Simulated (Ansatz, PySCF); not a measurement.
System: SiH (charge 0, doublet). SMILES: [SiH]
Geometry: optimised at B3LYP-D3(BJ)/def2-TZVP (Ansatz, a first-principles code).

Wanted: atomisation energy, in kcal/mol. Terms: atomisation electronic, to ground-state atoms; 6-31G* and kin with 6d, 5d where marked; 6-311+G** with 5d, 6d on Na to Ar in Ansatz; no spin-orbit coupling; LANL2DZ with its own core potentials from Na on; open shells spin-unrestricted; non-relativistic; frozen cores in correlated levels. Ab initio and DFT rows: single points at B3LYP-D3(BJ) geometries (Ansatz). The Hartree-Fock reference of [SiH] (SiH) is unstable towards a lower, spin-broken solution.

| level | program | atomisation energy (kcal/mol) |
|---|---|---|
| HF/3-21G | Ansatz | 41.8 |
| SVWN5/6-31G* | Ansatz | 79.1 |
| PBE/6-31G* | Ansatz | 70.6 |
| PBE/6-311+G** | Ansatz | 70.7 |
| BLYP/6-31G* | Ansatz | 72.7 |
| BP86/def2-SVP | PySCF | 74.8 |
| B3LYP/6-31G** | Ansatz | 73.9 |
| B3LYP/def2-SVP | Ansatz | 73.9 |
| PBE0/6-31G* | Ansatz | 69.9 |
| PBE0/6-311+G** | Ansatz | 70.1 |
| M06-2X/6-31G* (5d) | PySCF | 72.9 |
| MP2/LANL2DZ | Ansatz | 53.1 |
| B3PW91/6-31G* (5d) | PySCF | 71.1 |
| wB97X-V/def2-TZVPD | Ansatz | 74.9 |

No value to compare with is used here. The 13 habitual levels span 41.8 (HF/3-21G) to 79.1 kcal/mol (SVWN5/6-31G*); wB97X-V/def2-TZVPD gives 74.9.

The levels are drawn from those run, B3LYP/6-31G* more often than the rest, none by its result; runs whose electronic state is in doubt are left out.
